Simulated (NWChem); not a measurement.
System meant: C₃H₃BFN; SMILES FB1C=CN=C1

Input file for NWChem:

```
start job
memory heap 200 mb stack 900 mb global 1100 mb
geometry units angstroms noautoz
  F      0.061574     2.109192     0.000000
  B     -0.010625     0.789690     0.000000
  C     -1.252568    -0.144466     0.000000
  C     -0.710212    -1.374212     0.000000
  N      0.763925    -1.455472     0.000000
  C      1.222651    -0.254446     0.000000
  H     -2.317649     0.051969     0.000000
  H     -1.224332    -2.331477     0.000000
  H      2.302463    -0.101604     0.000000
end
basis spherical
  F library def2-svp
  B library def2-svp
  C library def2-svp
  N library def2-svp
  H library def2-svp
end
dft
  xc xpbe96 cpbe96
  iterations 4
  mulliken
end
task dft energy
```

End of the output:

```
    Atom       Charge   Shell Charges
 -----------   ------   -------------------------------------------------------
    1 F    9     8.88   1.98  0.98  0.70  3.17  2.05  0.01
    2 B    5     5.09   1.96  0.53  0.24  1.39  0.60  0.37
    3 C    6     6.14   1.97  0.61  0.32  1.93  1.24  0.07
    4 C    6     5.90   1.97  0.63  0.30  1.81  1.08  0.11
    5 N    7     7.10   1.97  0.83  0.49  2.19  1.56  0.06
    6 C    6     5.98   1.97  0.62  0.34  1.84  1.11  0.11
    7 H    1     0.96   0.62  0.27  0.07
    8 H    1     0.98   0.64  0.27  0.07
    9 H    1     0.97   0.64  0.27  0.07

 center of mass
 --------------
 x =   0.03013532 y =   0.11937259 z =   0.00000000

 moments of inertia (a.u.)
 ------------------
         535.536420449833           0.000000000000           0.000000000000
           0.000000000000         226.029579316937           0.000000000000
           0.000000000000           0.000000000000         761.565999766770

     Multipole analysis of the density
     ---------------------------------

     L   x y z        total         alpha         beta         nuclear
     -   - - -        -----         -----         ----         -------
     0   0 0 0      0.000000    -21.000000    -21.000000     42.000000

     1   1 0 0     -0.270717     -0.135358     -0.135358     -0.000000
     1   0 1 0      0.252525      0.126263      0.126263      0.000000
     1   0 0 1     -0.000000     -0.000000     -0.000000      0.000000

     2   2 0 0    -23.174181    -78.928648    -78.928648    134.683116
     2   1 1 0      2.586243     -0.826878     -0.826878      4.240000
     2   1 0 1      0.000000      0.000000      0.000000      0.000000
     2   0 2 0    -27.742755   -148.253167   -148.253167    268.763579
     2   0 1 1      0.000000      0.000000      0.000000      0.000000
     2   0 0 2    -24.810939    -12.405469    -12.405469      0.000000

 ------------------------------------------------------------------------
 dft energy failed                                                                                  0
 ------------------------------------------------------------------------
 ------------------------------------------------------------------------
  current input line :
    26: task dft energy
 ------------------------------------------------------------------------
 ------------------------------------------------------------------------
 This type of error is most commonly associated with calculations not reaching convergence criteria
 ------------------------------------------------------------------------
 For more information see the NWChem manual at https://nwchemgit.github.io

0:dft energy failed:Received an Error in Communication
```

Question: Find the fault in this run and fix the input.

Answer: The run did not converge; its last values are not results. Cause: the SCF was allowed too few iterations. This input runs:
```
start job
memory heap 200 mb stack 900 mb global 1100 mb
geometry units angstroms noautoz
  F      0.061574     2.109192     0.000000
  B     -0.010625     0.789690     0.000000
  C     -1.252568    -0.144466     0.000000
  C     -0.710212    -1.374212     0.000000
  N      0.763925    -1.455472     0.000000
  C      1.222651    -0.254446     0.000000
  H     -2.317649     0.051969     0.000000
  H     -1.224332    -2.331477     0.000000
  H      2.302463    -0.101604     0.000000
end
basis spherical
  * library def2-svp
end
dft
  xc xpbe96 cpbe96
  iterations 150
  mulliken
end
task dft energy
```
It converges to -295.00032 Ha (PBE/def2-SVP).
